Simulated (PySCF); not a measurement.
## Electronic structure of Rb⁺ (rubidium, charge +1) at the UHF level

Configuration: [Kr], closed-shell 1S. Computed with PySCF 2.14 in x2c-SVPall (6s4p5d1f, 50 functions), with scalar relativity by spin-free X2C-1e.

```
Total energy                        : -2978.691719 hartree
One-electron energy                 : -4122.1055 hartree
Hartree (Coulomb) energy            : 1243.0162 hartree
Exchange energy                     : -99.6024 hartree
⟨S²⟩                                : 0.0000
⟨L²⟩                                : 0.000
Sum of ⟨r⟩                          : 24.12 bohr
Sum of ⟨r²⟩                         : 31.98 bohr²
Langevin diamagnetic susceptibility : -25.3 ×10⁻⁶ cm³/mol
Time after the integrals            : 0.14 s of wall time on 1 thread of Neoverse-V1 (shared host)
```

| shell | electrons | mean orbital energy (hartree) | rms radius, mean of both spins (bohr) |
| --- | --- | --- | --- |
| 1s | 2 | -562.01583 | 0.0464 |
| 2s | 2 | -77.70590 | 0.192 |
| 2p | 6 | -68.75008 | 0.171 |
| 3s | 2 | -12.80710 | 0.544 |
| 3p | 6 | -9.83095 | 0.557 |
| 3d | 10 | -4.89970 | 0.577 |
| 4s | 2 | -1.78519 | 1.59 |
| 4p | 6 | -1.02774 | 1.86 |

Densities and radii are taken from the X2C orbitals without a picture-change correction, which distorts them close to the nucleus.
